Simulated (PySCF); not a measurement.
SMILES Cc1cpcpc1, C₅H₆P₂

Molfile (atoms numbered from 1):
```
C5H6P2
     RDKit          3D

 13 13  0  0  0  0  0  0  0  0999 V2000
   -1.9684    0.0685    0.0294 C   0  0  0  0  0  0  0  0  0  0  0  0
   -0.4657    0.0025    0.0011 C   0  0  0  0  0  0  0  0  0  0  0  0
    0.2180    1.2037    0.1262 C   0  0  0  0  0  0  0  0  0  0  0  0
    1.9231    1.4973    0.1427 P   0  0  0  0  0  0  0  0  0  0  0  0
    2.5931   -0.0854   -0.0373 C   0  0  0  0  0  0  0  0  0  0  0  0
    1.8286   -1.6242   -0.2028 P   0  0  0  0  0  0  0  0  0  0  0  0
    0.1407   -1.2334   -0.1434 C   0  0  0  0  0  0  0  0  0  0  0  0
   -2.3062    0.4747    0.9822 H   0  0  0  0  0  0  0  0  0  0  0  0
   -2.3321    0.7250   -0.7601 H   0  0  0  0  0  0  0  0  0  0  0  0
   -2.4117   -0.9151   -0.1043 H   0  0  0  0  0  0  0  0  0  0  0  0
   -0.3890    2.0973    0.2308 H   0  0  0  0  0  0  0  0  0  0  0  0
    3.6790   -0.1165   -0.0491 H   0  0  0  0  0  0  0  0  0  0  0  0
   -0.5138   -2.0941   -0.2331 H   0  0  0  0  0  0  0  0  0  0  0  0
  1  2  1  0
  2  3  2  0
  3  4  1  0
  4  5  2  0
  5  6  1  0
  6  7  2  0
  7  2  1  0
  1  8  1  0
  1  9  1  0
  1 10  1  0
  3 11  1  0
  5 12  1  0
  7 13  1  0
M  END
```

Method: PySCF 2.14.0, GIAO OPBE/STO-3G magnetisability, rotational g tensor and spin-rotation constants, non-relativistic, gas phase. Geometry: GFN2-xTB.

Question: Give the nuclear spin-rotation constants along the inertial axes (H = +C I·J) beside the isotropic shieldings.

Answer: Rotational constants 2.5131, 1.8565, 1.0748 GHz. A star marks the isotopologue with that one atom substituted, in its own axes.
| atom | isotope | Caa (kHz) | Cbb (kHz) | Ccc (kHz) | mean (kHz) | σ (ppm) |
| --- | --- | --- | --- | --- | --- | --- |
| P4 | 31P | 6.455 | 3.643 | 0.580 | 3.559 | 263.0 |
| P6 | 31P | 6.463 | 3.674 | 0.589 | 3.575 | 259.2 |
| H8 | 1H | -0.209 | -0.164 | -0.011 | -0.128 | 30.3 |
| H9 | 1H | -0.206 | -0.152 | -0.018 | -0.126 | 30.3 |
| H10 | 1H | -0.199 | -0.006 | -0.110 | -0.105 | 30.6 |
| H11 | 1H | -0.049 | 0.081 | -0.101 | -0.023 | 24.3 |
| H12 | 1H | 0.415 | -0.184 | -0.110 | 0.041 | 22.4 |
| H13 | 1H | -0.064 | 0.093 | -0.103 | -0.025 | 24.3 |
| C1 | 13C* | 0.164 | 0.146 | 0.113 | 0.141 | 203.2 |
| C2 | 13C* | 0.784 | 0.469 | 0.021 | 0.425 | 130.8 |
| C3 | 13C* | 0.704 | 0.731 | 0.031 | 0.489 | 105.6 |
| C5 | 13C* | 1.402 | 0.511 | 0.005 | 0.639 | 76.9 |

For the geometry as given, no vibrational averaging.
